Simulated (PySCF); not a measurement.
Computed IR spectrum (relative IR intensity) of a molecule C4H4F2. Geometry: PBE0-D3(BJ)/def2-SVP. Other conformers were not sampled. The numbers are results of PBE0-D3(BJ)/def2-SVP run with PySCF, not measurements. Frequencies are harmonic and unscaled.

```tsv
ν (cm⁻¹)	relative intensity
447	4.0
594	4.2
619	4.1
786	2.5
838	4.2
991	33
1114	5.3
1267	38
1316	99
1380	3.1
1449	4.2
1552	62
2151	100
3053	4.2
3125	2.6
3183	2.2
```

### Question
Pick the molecule that these values belong to.
(A) C=C=CC(F)F
(B) FC1=C(F)CC1
(C) FC1=CC[C@H]1F
(D) CC=C=C(F)F

### Answer
D, CC=C=C(F)F
